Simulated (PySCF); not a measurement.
# Telling isomers of C$_{10}$H$_{9}$N apart by NMR

PySCF 2.14 calculation with geometry from GFN2-xTB and PBE0/pcSseg-1 with gauge-including orbitals; equivalent nuclei averaged, gas phase, single conformer, non-relativistic.

Referencing at the same level of theory: ¹H (31.72 ppm), ¹³C (186.93 ppm) vs TMS. Where no couplings were computed, multiplicities follow the n + 1 count of equivalent neighbours, and m marks all less simple cases (inequivalent or close neighbours, rings, F or P nearby). Shifts are as computed. Against solution values, carbons near 30 ppm lie about +3 ppm off and those near 130 ppm about +5 ppm. Of 1211 compounds with measured shifts, 218 miss one by over three times the rms of a fit or turn the order of signals round; such compounds aren't used in these exercises.

(1) Tabulate the signals of `N#C/C=C\[C@]12C=C[C@H](C=C1)C2`, `C=C(C)C1=CC=C(C#N)C1=C` and their relative energies.

(2) What is the quickest way to tell N#C/C=C\[C@]12C=C[C@H](C=C1)C2 from C=C(C)C1=CC=C(C#N)C1=C?

Answers

(1) 
| SMILES | carbon types | δC | δH | E rel. (kcal/mol) |
| --- | --- | --- | --- | --- |
| N#C/C=C\[C@]12C=C[C@H](C=C1)C2 | 2×C 7×CH 1×CH2 | 169.3, 157.6, 153.3, 121.5, 107.3, 83.6, 65.4, 54.4 | 7.39 (d, 2H), 7.31 (d, 1H), 7.22 (m, 2H), 5.70 (d, 1H), 3.62 (m, 1H), 2.25 (m, 2H) | 19.5 |
| C=C(C)C1=CC=C(C#N)C1=C | 5×C 2×CH 2×CH2 1×CH3 | 155.5, 152.2, 150.3, 146.5, 140.2, 132.9, 126.1, 120.6, 112.1, 25.5 | 7.31 (d, 1H), 6.93 (m, 1H), 6.77 (m, 1H), 6.60 (d, 1H), 5.61 (br s, 1H), 5.19 (br s, 1H), 2.22 (s, 3H) | 0.0 |

Energies are electronic energies at PBE0/pcSseg-1 on these geometries, without zero-point or thermal terms, each for the one conformer computed, which needn't be the lowest.

(2) Count the carbon signals: 8 against 10. The first has an allylic sp3 CH at 54.4 ppm, the second an allylic methyl carbon (CH3) at 25.5 ppm. Their most deshielded carbons lie at 169.3 and 155.5 ppm.
